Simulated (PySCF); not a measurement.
## Computed spin Hamiltonian

Compound: C₆H₆ClF (charge -1 and doublet state).
Geometry (GFN2-xTB, Å), atoms numbered from 1 in this order:
```xyz
14
C6H6ClF angstrom
C     -2.3710    1.5412   -1.2382
C     -1.4678    0.7699   -0.5580
Cl    -2.0895   -0.0346    0.8644
C     -0.1208    0.5583   -0.8735
F      0.2424    1.2664   -2.0308
C      0.9424   -0.1650   -0.3410
C      1.0086   -0.9900    0.7889
C      2.1328   -1.6422    1.1944
H     -3.3884    1.6368   -0.9080
H     -2.0700    2.0666   -2.1249
H      1.8606   -0.0595   -0.9100
H      0.1159   -1.1220    1.3846
H      3.0629   -1.5577    0.6531
H      2.1412   -2.2685    2.0719
```

The hyperfine couplings belong to this conformer and change with its torsions.

Identity: `C=C(Cl)/C(F)=C\[CH][CH2-]` [radical] (charge -1).

Computed with UKS B3LYP, pcH-1 on C Cl F H, non-relativistic, mean-field spin-orbit, GIAO in PySCF 2.14.0. Whether the extra electron is bound in the gas phase wasn't checked; a finite basis holds it in any case. A GFN2-xTB geometry isn't a minimum of the functional, and hyperfine couplings can be far from their values at a DFT geometry, by a factor of two or more for some ions and for spin on atoms past the first row. No stability test was run, so a lower SCF solution isn't excluded.

* g1, g2, g3: 2.00209, 2.00297, 2.00314
* g_iso: 2.00273
* Form of g: rhombic: the two nearest values differ by 16 % of g3 − g1
* ⟨S²⟩: 0.7671 (exact 0.7500)
* Total energy: -792.26762 Eh

Hyperfine couplings atom by atom, in MHz; T1 to T3 are the principal values of the dipolar part:

```
atom  isotope  a_iso  of which spin–orbit     T1     T2    T3  Mulliken spin population
  C1      13C   32.6                  0.0  -34.3  -33.6  67.9                      0.47
  C2      13C  -17.2                  0.0   -5.1   -2.0   7.1                     -0.01
 Cl3     35Cl   -0.9                  0.0   -0.7    0.1   0.6                      0.00
  C4      13C    6.2                  0.0  -16.3  -13.9  30.2                      0.13
  F5      19F   10.8                 -0.2  -25.0  -16.6  41.6                      0.00
  C6      13C   13.2                  0.0  -18.7  -17.6  36.3                      0.21
  C7      13C  -17.4                  0.0   -4.4    0.8   3.6                     -0.06
  C8      13C   26.4                  0.0  -26.0  -25.2  51.2                      0.35
  H9       1H  -28.2                  0.0  -17.5    1.3  16.2                     -0.02
 H10       1H  -26.8                  0.0  -15.8    0.5  15.3                     -0.02
 H11       1H  -13.8                  0.0   -7.1   -1.9   9.0                     -0.01
 H12       1H    2.0                  0.0   -2.9    0.2   2.7                      0.00
 H13       1H  -19.9                  0.0  -11.2   -0.2  11.4                     -0.02
 H14       1H  -21.0                  0.0  -13.1    0.5  12.6                     -0.02
```

Largest spin populations (Mulliken): C1 (+0.47), C8 (+0.35), C6 (+0.21) and C4 (+0.13). Three atoms exceed +0.15.

C7, the radical centre as drawn in `C=C(Cl)/C(F)=C\[CH][CH2-]`, holds a spin population of -0.06 out of 1.

Axes: g1 is normal to the molecular plane and g2 points within 4° of the C1–H10 bond.

Under fast tumbling the dipolar parts average out, and these isotropic splittings remain (the largest six): 1 × 1H (H9, I = 1/2, 2 lines) with 1.01 mT, 1 × 1H (H10, I = 1/2, 2 lines) with 0.96 mT, 1 × 1H (H14, I = 1/2, 2 lines) with 0.75 mT, 1 × 1H (H13, I = 1/2, 2 lines) with 0.71 mT, 1 × 1H (H11, I = 1/2, 2 lines) with 0.49 mT and 1 × 19F (F5, I = 1/2, 2 lines) with 0.39 mT.

H13 and H14 aren't averaged: C8 is flat or nearly so (angle sum 360°), and its turn about the short C8–C7 bond (1.36 Å) is taken as slow.

Main isotope only: 35Cl (natural samples also hold 24 % 37Cl, magnetic too, which adds its own pattern).

The 13C coupling of C1 (32.6 MHz) shows only in satellite lines or after enrichment, since that isotope makes up about 1.07 % of natural carbon.

β density exceeds α density at some nuclei, such as C7 (-0.0155), C2 (-0.0153) and H9 (-0.0063), spin density in bohr⁻³. In a single determinant that takes different orbitals for the two spins, that is spin polarisation.
